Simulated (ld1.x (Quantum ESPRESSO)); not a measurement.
**Reading a pseudo-wave (Zr (Z = 40))**

Columns: radius, all-electron u(r) and pseudo u(r) of the 4d shell (level -9.98 eV) of zirconium in the configuration [Kr] 4d2 5s1 5p0; PBE, scalar-relativistic, TM scheme, ld1.x (Quantum ESPRESSO) 7.5.

```tsv
r (bohr)	all-electron	pseudo
0.168	0.2232	-0.0061
0.335	0.3016	-0.0451
0.503	0.1161	-0.1342
0.670	-0.1331	-0.2645
0.838	-0.3537	-0.4102
1.005	-0.5174	-0.5391
1.172	-0.6249	-0.6329
1.340	-0.6854	-0.6880
1.508	-0.7099	-0.7104
1.675	-0.7091	-0.7091
1.842	-0.6915	-0.6915
2.010	-0.6631	-0.6631
2.178	-0.6283	-0.6283
2.345	-0.5903	-0.5903
2.512	-0.5510	-0.5510
2.680	-0.5114	-0.5114
2.848	-0.4726	-0.4726
3.015	-0.4354	-0.4354
3.182	-0.3997	-0.3997
3.350	-0.3657	-0.3657
3.518	-0.3337	-0.3337
3.685	-0.3038	-0.3038
3.852	-0.2760	-0.2760
4.020	-0.2500	-0.2500
4.188	-0.2260	-0.2260
4.355	-0.2041	-0.2041
```

Task: How many radial nodes do the two functions have?

Result: The all-electron 4d function has n − l − 1 = 1; the pseudo-wave has 0, since the states of the same l below it are removed with the core.

Task: At about which radius was the pseudo-wave matched?

Result: 1.85 bohr. The columns agree to 0.0005 from 1.68 bohr on; several derivatives are matched, so the curves merge somewhat inside the radius.

Task: Is the pseudo-wave norm-conserving?

Result: Yes: the TM scheme keeps the norm inside the radius equal to the all-electron one, which fixes the energy derivative of the logarithmic derivative at the level.
